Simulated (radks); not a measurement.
Br IX, configuration [Ar] 3d9 (the NIST ground configuration).

Calculated with a radial shooting solver on a logarithmic mesh with Libxc functionals: scalar-relativistic Kohn-Sham, LDA (Slater exchange, Perdew-Wang correlation), spin-polarised, spherical densities, point nucleus; open shells are filled with parallel spins first.

Energy parts (hartree):
| part | energy |
|---|---|
| total | -2582.48781 |
| kinetic | 2638.07011 |
| electron-nucleus | -6080.91446 |
| Hartree | 944.59749 |
| exchange-correlation | -84.24095 |

Orbitals (lengths in bohr, moments of r in powers of bohr; r(max) is where P^2 peaks; r(90%) holds 90 % of the orbital's charge):
orbital  occ.  eigenvalue (hartree)   r(max)  r(90%)      <r>  <1/r>
1s up       1             -494.2799  0.02795  0.0765  0.04280  35.61
1s down     1             -494.2791  0.02795  0.0765  0.04280  35.61
2s up       1             -69.20878   0.1594   0.293   0.1898  7.887
2s down     1             -69.16665   0.1594   0.293   0.1897  7.890
2p up       3             -61.76646   0.1274   0.270   0.1655  7.726
2p down     3             -61.73400   0.1274   0.270   0.1654  7.729
3s up       1             -14.06943   0.4817   0.808   0.5446  2.629
3s down     1             -14.01009   0.4819   0.809   0.5451  2.626
3p up       3             -11.70363   0.4771   0.840   0.5526  2.490
3p down     3             -11.64490   0.4774   0.841   0.5534  2.486
3d up       5              -7.77757   0.4207   0.899   0.5553  2.246
3d down     4              -7.71605   0.4214   0.903   0.5570  2.241

The highest occupied level is 3d down at -209.96 eV. For comparison, the ionisation energy in NIST's Atomic Spectra Database is 224 eV (theoretical). In exact Kohn-Sham theory the highest level is minus the ionisation energy, but local and semilocal functionals leave it too shallow, through self-interaction and a potential that decays too fast; potentials with the right tail come closer.
